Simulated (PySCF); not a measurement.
**Si3H6SO3**

The system: Si3H6SO3, a molecule; neutral, singlet. The structure, one conformer, was relaxed in the gas phase by PBE0-D3(BJ)/def2-SVP. No frequency run checks that it is a minimum.

SMILES: S[SiH]1O[SiH2]O[SiH2]O1

| atom | x (Å) | y (Å) | z (Å) |
| --- | --- | --- | --- |
| O1 | 0.235 | -1.239 | -0.881 |
| Si2 | -1.249 | -1.528 | -0.178 |
| O3 | -1.711 | -0.125 | 0.585 |
| Si4 | -1.013 | 1.377 | 0.723 |
| O5 | 0.423 | 1.327 | -0.120 |
| Si6 | 1.262 | 0.056 | -0.779 |
| S7 | 2.852 | -0.570 | 0.494 |
| H8 | -2.226 | -1.866 | -1.243 |
| H9 | -1.124 | -2.618 | 0.822 |
| H10 | -0.753 | 1.674 | 2.155 |
| H11 | -1.895 | 2.399 | 0.104 |
| H12 | 1.737 | 0.466 | -2.119 |
| H13 | 3.474 | 0.629 | 0.442 |

Shieldings: GIAO PBE0/pcSseg-1. Shifts are against computed references at the same level: H TMS (σ 31.27 ppm), Si TMS (σ 352.0 ppm). Core levels by delta-SCF with SCAN, pcX-2 on the ionised atom and pcseg-1 elsewhere, spin-free X2C (2p3/2 is the spin-free 2p value less a third of a first-order spin-orbit splitting); from the vacuum level, for chosen atoms.

Give the NMR and core-level values of the distinct atoms.


| atoms | bonded to | σ (ppm) | δ (ppm) | core level (eV) |
| --- | --- | --- | --- | --- |
| O1 | 2 Si | 237.5 | - | 1s 538.23 |
| Si2 | 2 O + 2 H | 383.2 | -31.2 | 2p3/2 108.33 |
| O3 | 2 Si | 251.2 | - | - |
| Si4 | 2 O + 2 H | 384.8 | -32.8 | - |
| O5 | 2 Si | 217.9 | - | 1s 538.17 |
| Si6 | 2 O + 1 S + 1 H | 374.1 | -22.1 | 2p3/2 108.41 |
| S7 | 1 Si + 1 H | 663.0 | - | 2p3/2 169.49 |
| H8 | 1 Si | 26.08 | 5.18 | - |
| H9 | 1 Si | 26.04 | 5.23 | - |
| H10 | 1 Si | 26.02 | 5.25 | - |
| H11 | 1 Si | 26.11 | 5.16 | - |
| H12 | 1 Si | 25.69 | 5.57 | - |
| H13 | 1 S | 30.48 | 0.79 | - |

Values are those of this one static structure; atoms that internal rotation interchanges would show their mean in an NMR spectrum.

By CAM-B3LYP/def2-SVPD (TDDFT singlets, Tamm-Dancoff triplets, ionisation by delta-SCF), where does absorption start, and what does vertical ionisation take?

The lowest singlet lies at 6.21 eV (f 0.007), the strongest of the first 6 at 6.87 eV (f 0.052), the lowest triplet at 5.77 eV; vertical ionisation takes 10.06 eV.
